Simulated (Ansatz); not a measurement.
Consider the formal hydrolysis of a Ge–Cl bond: `[Cl][GeH2][Br]` + H₂O → `[OH][GeH2][Br]` + HCl.

Program: Ansatz. Geometries: PBE0-D4/def2-TZVP. ΔE: electronic, gas phase. CBS: MP2 limit from def2 TZ/QZ plus the TZ coupled-cluster correction, frozen cores. This one scheme is used for every species. DFT in def2-TZVPP. For Br, Ge outer-core shells are correlated without core-valence functions, which leaves a few kJ/mol of doubt a bond. Scalar relativity is left out up to krypton. Each species was taken in one conformer, which may not be the lowest.

`[Cl][GeH2][Br]`:

Cartesian coordinates in Å:
```
Cl -1.118 0.809 1.523
Ge 0.097 0.129 -0.104
Br -0.057 -2.156 -0.229
H -0.470 0.720 -1.395
H 1.548 0.497 0.205
```

H₂O:

Z-matrix (Å, degrees):
```
O
H 1 0.960
H 1 0.960 2 105.1
```

`[OH][GeH2][Br]`:

Z-matrix (Å, degrees):
```
Ge
Br 1 2.310
O 1 1.766 2 109.2
H 1 1.527 2 109.0 3 -114.7
H 1 1.535 2 106.2 3 120.2
H 3 0.961 1 113.1 2 59.2
```

HCl:

Cartesian coordinates in Å:
```
Cl 0.538 0.291 0.186
H -0.538 -0.291 -0.186
```

Problem. Is it downhill or uphill in electronic energy at CCSD(T)/CBS, and by how much? (Estimate.)

Solution. Ansatz gave: Uphill: ΔE = +9.6 kcal/mol.

Problem. What do these levels give: r2SCAN-D4, PBE0-D4, BHLYP-D4, B2PLYP, PBE-QIDH, BLYP, r2SCAN0, BHLYP, HF/def2-TZVPP, CCSD/def2-TZVPP, MP2/def2-QZVPP, SCS-MP2/def2-QZVPP? (An estimate is asked.)

Solution. The calculation gave: r2SCAN-D4 9.1, PBE0-D4 10.4, BHLYP-D4 9.9, B2PLYP 8.6, PBE-QIDH 9.8, BLYP 8.2, r2SCAN0 9.8, BHLYP 9.1, HF/def2-TZVPP 9.1, CCSD/def2-TZVPP 8.4, MP2/def2-QZVPP 9.8, SCS-MP2/def2-QZVPP 9.0 kcal/mol.

Largest T1 diagnostic among the species: 0.010.

At CCSD(T), def2-SVP lies −2.9 kcal/mol from the extrapolated value and def2-TZVPP −1.3 kcal/mol. Leaving LDA and LC-ωPBE aside and taking each functional with its dispersion term where it has one, the values, not all of them listed here, spread over 2.1 kcal/mol, from CAM-B3LYP-D4 to HSE06-D4. LDA lies −0.8 kcal/mol from PBE without D4. From r2SCAN to r2SCAN0 (25 % exact exchange), in def2-TZVPP and without D4, ΔE moves by +0.8 kcal/mol.
